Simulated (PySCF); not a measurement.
```xyz
9

C      1.7051     0.0868     0.1341
Ga     0.0436    -1.0087     0.3118
C     -1.7026    -0.1452    -0.1322
H      1.7341     0.5293    -0.8668
H      1.6602     0.9043     0.8616
H      2.6177    -0.4841     0.3015
H     -1.6971     0.1230    -1.1940
H     -2.5623    -0.7841     0.0662
H     -1.7988     0.7789     0.4468
```

Charge 0, multiplicity 2.

Problem. Give the Mulliken and meta-Löwdin atomic charges from PBE-D3(BJ)/def2-TZVP // PBE0-D4/def2-TZVP in PySCF 2.14.0.

Solution. 
```tsv
atom	Mulliken (e)	meta-Löwdin (e)
C1	-0.49	-0.57
Ga2	0.19	0.36
C3	-0.49	-0.57
H4	0.13	0.13
H5	0.13	0.13
H6	0.14	0.13
H7	0.13	0.13
H8	0.14	0.13
H9	0.13	0.13
```
